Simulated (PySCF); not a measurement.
An unknown is described by computed data only.

Elements present: C, F, H and O. Monoisotopic mass: 144.0398 u.

| Quantity | Value |
| --- | --- |
| UV, first state | lowest singlet excitation: 8.22 eV (151 nm, f = 0.016) [TDDFT PBE0/def2-SVPD] |
| 13C NMR | chemical shifts (computed TMS as zero) by class: 124.5 (1 C), 120.4 (1 C), 71.6 (1 C), 59.0 (1 C) ppm [GIAO PBE0/pcSseg-1] |
| 1H NMR | chemical shifts (computed TMS as zero) by class: 6.75 (1 H), 5.61 (1 H), 4.23 (1 H), 3.92 (1 H), 3.82 (3 H) ppm [GIAO PBE0/pcSseg-1] |
| Polarisability | 62.3 au [PBE0/def2-SVPD] |
| UV, strongest line | among the 6 lowest singlet transitions: S6 at 9.10 eV (136 nm, f = 0.025) [TDDFT PBE0/def2-SVPD] |
| Rotational structure | rotational constants A, B, C: 4.156, 0.701, 0.688 GHz [GFN2-xTB] |

Gas-phase values; electronic properties from PySCF, density fitting. Levels stand in brackets. Isolated species at its GFN2-xTB geometry (one conformer only). NMR values are class means; diastereotopic atoms form classes of their own.

Question: Which formula fits the mass and the elements?

Answer: C4H7F3O2 (calculated 144.0398). No other formula that holds each of these elements comes within 0.0003 u with a fitting electron parity and a possible valence count.

Question: Give a SMILES that accounts for the data.

Answer: Numbering: `[CH3:1][O:2][C@H:3]([F:4])[CH2:5][O:6][CH:7]([F:8])[F:9]`. Its formula, C4H7F3O2, gives 0 degrees of unsaturation, so no ring and no π bond. 4 carbons fall into 4 classes; from least to most shielded: CHF2 carbon [C7] (124.5 ppm), sp3 C–F carbon [C3] (120.4 ppm), sp3 carbon bound to oxygen [C5] (71.6 ppm), methoxy carbon [C1] (59.0 ppm). Hydrogen classes from least to most shielded: 1 H on a CHF2 carbon, C7 (6.75 ppm), 1 H on an sp3 C–F carbon, C3 (5.61 ppm), 1 H on an sp3 carbon bound to oxygen, C5 (4.23 ppm), 1 H on an sp3 carbon bound to oxygen, C5 (3.92 ppm), 3 H on a methoxy carbon, C1 (3.82 ppm, a mean of values up to 0.7 ppm apart in this geometry). The optimised geometry has point group C1 and is an asymmetric top. Structure: `CO[C@H](F)COC(F)F`. The assignments are read from this structure; whether some other isomer fits the data as well wasn't checked. The mirror image fits equally.

Conformer computed: `[CH3:1][O:2][C@H:3]([F:4])[CH2:5][O:6][CH:7]([F:8])[F:9]`: C1–O2–C3–F4 -67°, O2–C3–C5–O6 -163°, C3–C5–O6–C7 -83°, C5–O6–C7–F8 -74°.
